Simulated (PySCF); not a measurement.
C₅H₁₁B.
Geometry (PBE0-D3(BJ)/def2-SVP, Å), atoms numbered from 1 in this order:
```xyz
17
C5H11B angstrom
C      3.2323    0.1858    0.7298
B      1.8799    0.4675    0.0011
C      0.6728   -0.5300    0.0228
C     -0.6902    0.0368   -0.2016
C     -1.7459   -0.1394    0.5993
C     -3.0960    0.4628    0.3898
H      3.3410   -0.8236    1.1536
H      3.2779    0.9072    1.5698
H      4.1083    0.4255    0.1055
H      1.7701    1.4936   -0.6436
H      0.9600   -1.1678   -0.8497
H      0.6992   -1.2131    0.8884
H     -0.8075    0.6746   -1.0884
H     -1.6251   -0.7723    1.4895
H     -3.8758   -0.3139    0.3124
H     -3.3846    1.1097    1.2359
H     -3.1303    1.0703   -0.5270
```

Linear response at PBE0/def2-SVPD (PySCF, frozen core in the response, non-relativistic).

Static isotropic polarisability: 79.89 au (11.84 Å³), principal values 63.2, 70.8, 105.7 au.

What is the polarisability at 1064 nm and at the sodium D line?

80.66 au at 1064 nm (+1.0 %), 82.50 au at 589.3 nm (+3.3 %). The rise at 589.3 nm is 3.39 times that at 1064 nm; a pure ω² law gives 3.26. The lowest singlet lies at 257 nm, shorter than both wavelengths.

What is the isotropic C6 coefficient between two such molecules, C6 = (3/π)∫α(iω)² dω?

2485 au (Eh·bohr⁶) by a ten-point quadrature over imaginary frequencies, which is 1480 eV·Å⁶ or 143 J·nm⁶/mol.

Which effective excitation energy ω̄ makes London's formula C6 = (3/4)α²ω̄ exact here?

ω̄ = 4·C6/(3α²) = 0.519 Eh = 14.1 eV. A one-pole form α(ω) = α/(1 − ω²/ω̄²) fitted to the 1064 nm value gives 11.9 eV.

What n − 1 at the D line would an ideal gas of it have at 273.15 K and 1 atm (2.6868 × 10¹⁹ cm⁻³), by n − 1 = 2π·N·α′?

20.64 × 10⁻⁴, a formal value whether or not that pressure can be reached.

What molar refraction at the D line follows from R = (4π/3)·N_A·α′, with α′ the polarisability volume?

α′ = 12.23 Å³ gives R = 30.84 cm³/mol, for isolated, non-vibrating species.

What does −C6/R⁶ come to at R = 12 Å between centres?

-48 J/mol. This is the leading, orientation-averaged term; C8 and higher terms are left out.

The lowest 6 singlets have (eV, f): 4.82, 0.001; 6.23, 0.005; 6.38, 0.013; 6.81, 0.010; 6.85, 0.016; 6.89, 0.012. What share of the static polarisability do they carry in the sum over states α = Σ f/ω²?

0.95 au, 1.2 % of α; the largest term, 0.25 au, is that of the state at 6.85 eV. Their oscillator strengths add up to 0.06. Higher states carry the rest.

How anisotropic is the static polarisability, by Δα² = ½[(α1 − α2)² + (α2 − α3)² + (α3 − α1)²]?

Δα = 39.2 au, or 0.49 of the isotropic value.

What three-body coefficient follows from the one-pole estimate C9 = (3/4)·α·C6?

149000 au. This is an estimate from the two numbers above, not a computed integral.

One conformer stands for the species.
